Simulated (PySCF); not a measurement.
## A small calculation by hand: chemical shift, span and skew from a shielding tensor

C3H6F2Si, SMILES C(/F)(=C/C)[SiH2]F. Atoms are numbered in the order given.

```xyz
12

C     -0.7077     2.6485     0.0000
C     -0.7254     1.1521     0.0000
C      0.3537     0.3617     0.0000
F      1.6049     0.9031     0.0000
Si     0.3473    -1.5101     0.0000
F     -1.2211    -1.9585     0.0000
H     -1.2338     3.0459    -0.8847
H      0.3195     3.0372     0.0000
H     -1.2338     3.0459     0.8847
H     -1.6930     0.6399     0.0000
H      1.0004    -2.0513     1.2195
H      1.0004    -2.0513    -1.2195
```
Charge 0, spin multiplicity 1.

Geometry: B3LYP-D3(BJ)/def2-SVP. The structure was generated by enumeration; whether it is a known compound was not checked. Other conformers were not sampled.

GIAO shieldings from PySCF with PBE/pcSseg-1, non-relativistic, no solvent. The symmetric part of the tensor of C1 has the principal values 145.5, 177.9, 180.0 ppm. The same nucleus in TMS has σ = 182.0 ppm at this level (PySCF, at its B3LYP-D3(BJ)/def2-TZVP geometry).

**Question.** Work out the isotropic shielding, the ¹³C shift against TMS, the span and the skew.

**Answer.** 
σ(iso) = (σ11 + σ22 + σ33)/3 = 167.8 ppm. δ = σ(ref) − σ(iso) = 182.0 − (167.8) = 14.2 ppm.
Span Ω = σ33 − σ11 = 34.5 ppm. Skew κ = 3(σ(iso) − σ22)/Ω = -0.88. Tumbling in solution averages the tensor to δ; in a static solid the shielding alone would spread this spin-1/2 line over Ω.
